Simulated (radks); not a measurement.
Results of a calculation; reference values are marked as such.
Mean orbital radii <r> (bohr) of neutral caesium, [Xe] 6s1, at several levels of relativity; Dirac values are averaged over j with weights 2j + 1. Spin-unpolarised spherical Kohn-Sham, PBE, point nucleus unless stated (finite: rms radius 4.8041 fm), a radial shooting solver on a logarithmic mesh with Libxc functionals. A level marked "c x" has the speed of light scaled by that factor.

| shell | non-rel. | scalar-rel. | Dirac, c x 1.5 | Dirac, c x 5 | change of magnitude, last against first (%) |
|---|---|---|---|---|---|
| 2p | 0.1010 | 0.09821 | 0.09965 | 0.1009 | -0.12 |
| 3s | 0.3132 | 0.2990 | 0.3069 | 0.3127 | -0.18 |
| 3p | 0.3034 | 0.2970 | 0.3004 | 0.3031 | -0.09 |
| 3d | 0.2740 | 0.2736 | 0.2738 | 0.2739 | -0.01 |
| 4s | 0.7245 | 0.6947 | 0.7116 | 0.7234 | -0.16 |
| 4p | 0.7521 | 0.7394 | 0.7463 | 0.7516 | -0.07 |
| 4d | 0.8314 | 0.8366 | 0.8337 | 0.8316 | +0.02 |
| 5s | 1.815 | 1.741 | 1.784 | 1.813 | -0.15 |
| 5p | 2.105 | 2.087 | 2.097 | 2.104 | -0.03 |
| 6s | 5.900 | 5.689 | 5.811 | 5.892 | -0.13 |
| 6p (empty) | 8.023 | 8.098 | 8.051 | 8.026 | +0.03 |
| 5d (empty) | 5.370 | 6.222 | 5.719 | 5.400 | +0.55 |
